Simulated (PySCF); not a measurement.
From one molecule to another.

First species: C₇H₇F.
Atom-mapped SMILES: `[CH3:1][C:2]#[C:3][C:4]1=[C:5]([CH2:6][F:7])[CH2:8]1` (hydrogens: H9, H10, H11 on C1; H12, H13 on C6; H14, H15 on C8)

Second species: C₂H₁₀F₂Si₃.
SMILES: `[SiH]([SiH3])(CC(F)F)[SiH3]`

Levels: PBE0/def2-SVPD for dipole moment, HOMO energy, LUMO energy, HOMO–LUMO gap, static isotropic polarisability and electronic spatial extent ⟨r²⟩ about the centre of nuclear charge; TDDFT PBE0/def2-SVPD for lowest singlet excitation; TDA PBE0/def2-SVPD for lowest triplet excitation (Tamm–Dancoff); GFN2-xTB for rotational constant A and rotational constant C. Geometries: GFN2-xTB. Each structure is a single optimised conformer of the isolated species, non-relativistic unless stated; the electronic structure was computed with PySCF and density fitting.

The conformers computed, where there is a choice (atom-mapped SMILES and torsion angles):
- `[CH3:1][C:2]#[C:3][C:4]1=[C:5]([CH2:6][F:7])[CH2:8]1`: C4–C5–C6–F7 1°
- `[F:1][CH:2]([F:3])[CH2:4][SiH:5]([SiH3:6])[SiH3:7]`: F1–C2–C4–Si5 -58°, C2–C4–Si5–Si6 -65°

Q: Which has the higher ⟨r²⟩?

A: The second: 1561 bohr² against 1442 bohr², a difference of 119 bohr².

Q: Which has the higher rotational constant A?

A: The first: 3.771 GHz against 1.306 GHz, a difference of 2.465 GHz.

Q: Which of the two has the higher HOMO–LUMO gap, and by how much?

A: The second: 7.57 eV against 5.69 eV, a difference of 1.88 eV.

Q: Which of the two has the higher LUMO energy, and by how much?

A: The second: -0.58 eV against -0.83 eV, a difference of 0.25 eV.

Q: Which of the two has the higher T1 energy, and by how much?

A: The second: 5.57 eV against 3.12 eV, a difference of 2.45 eV.

Q: Which has the higher static isotropic polarisability?

A: The second: 114.6 au against 91.5 au, a difference of 23.1 au.

Q: Which of the two has the higher HOMO energy, and by how much?

A: The first: -6.52 eV against -8.15 eV, a difference of 1.63 eV.

Q: Which has the higher dipole moment?

A: The second: 2.20 D against 1.15 D, a difference of 1.05 D.

On the first: The principal polarisabilities are 57.0, 73.1 and 144.3 au; their mean is the isotropic value. In wavenumbers S1 is 38600 cm⁻¹ (1 eV = 8065.54 cm⁻¹).

On the second: The vertical singlet–triplet gap S1 − T1 is 0.91 eV (TDDFT singlet less Tamm–Dancoff triplet; S1: HOMO→LUMO, weight 0.86; T1: HOMO→LUMO, weight 0.95). In wavenumbers S1 is 52300 cm⁻¹ (1 eV = 8065.54 cm⁻¹).
